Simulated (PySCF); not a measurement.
**The second ionisation energy along the 4p block**

Calculated with PySCF 2.14 from differences of total energies of unrestricted determinants, without spin-orbit coupling. Values in eV. The last column holds reference values (NIST; (s) semi-empirical, (t) theoretical, else measured). Unmarked ones compare directly (S terms, centres of terms, or small fine structure); those marked * lie between the lowest fine-structure levels and include a spin-orbit shift.

```json
{"element": "Ga (def2-QZVPPD, non-relativistic)", "configurations": "[Ar] 3d10 4s2 → [Ar] 3d10 4s1", "UHF": "18.450", "PBE0": "20.089", "SCS-MP2 (valence)": "19.354", "MP2 (valence and next inner shell)": "20.026", "SCS-MP2 (valence and next inner shell)": "20.030", "CCSD (valence)": "19.484", "reference": "20.515"}
{"element": "Ge (def2-QZVPPD, non-relativistic)", "configurations": "[Ar] 3d10 4s2 4p1 → [Ar] 3d10 4s2", "UHF": "15.264", "PBE0": "15.819", "SCS-MP2 (valence)": "15.514", "MP2 (valence and next inner shell)": "15.679", "SCS-MP2 (valence and next inner shell)": "15.622", "CCSD (valence)": "15.585", "reference": "15.789"}
{"element": "As (def2-QZVPPD, non-relativistic)", "configurations": "[Ar] 3d10 4s2 4p2 → [Ar] 3d10 4s2 4p1", "UHF": "17.980", "PBE0": "18.564", "SCS-MP2 (valence)": "18.313", "MP2 (valence and next inner shell)": "18.543", "SCS-MP2 (valence and next inner shell)": "18.423", "CCSD (valence)": "18.407", "reference": "18.589 *"}
{"element": "Se (def2-QZVPPD, non-relativistic)", "configurations": "[Ar] 3d10 4s2 4p3 → [Ar] 3d10 4s2 4p2", "UHF": "20.830", "PBE0": "21.394", "SCS-MP2 (valence)": "21.223", "MP2 (valence and next inner shell)": "21.527", "SCS-MP2 (valence and next inner shell)": "21.330", "CCSD (valence)": "21.329", "reference": "21.196 ± 0.01 *"}
{"element": "Br (def2-QZVPPD, non-relativistic)", "configurations": "[Ar] 3d10 4s2 4p4 → [Ar] 3d10 4s2 4p3", "UHF": "20.249", "PBE0": "21.395", "SCS-MP2 (valence)": "21.142", "MP2 (valence and next inner shell)": "21.159", "SCS-MP2 (valence and next inner shell)": "21.216", "CCSD (valence)": "21.178", "reference": "21.409"}
{"element": "Kr (def2-QZVPPD, non-relativistic)", "configurations": "[Ar] 3d10 4s2 4p5 → [Ar] 3d10 4s2 4p4", "UHF": "23.222", "PBE0": "24.341", "SCS-MP2 (valence)": "24.191", "MP2 (valence and next inner shell)": "24.295", "SCS-MP2 (valence and next inner shell)": "24.275", "CCSD (valence)": "24.196", "reference": "24.360 *"}
```

| method | elements | mean error (eV) | mean absolute error (eV) | largest error (eV) |
| --- | --- | --- | --- | --- |
| UHF | 3 | -1.250 | 1.250 | -2.066 |
| PBE0 | 3 | -0.136 | 0.157 | -0.426 |
| SCS-MP2 (valence) | 3 | -0.568 | 0.568 | -1.161 |
| MP2 (valence and next inner shell) | 3 | -0.283 | 0.283 | -0.489 |
| SCS-MP2 (valence and next inner shell) | 3 | -0.282 | 0.282 | -0.485 |
| CCSD (valence) | 3 | -0.488 | 0.488 | -1.031 |

Errors include the incompleteness of the basis and the frozen core.

"Valence" correlates the outer s and p shells and, in groups 3 to 12 and the f block, the outer d or f shell, open or full, or the next shell where the ion has no valence electron left; the wider scheme adds the next inner shell.
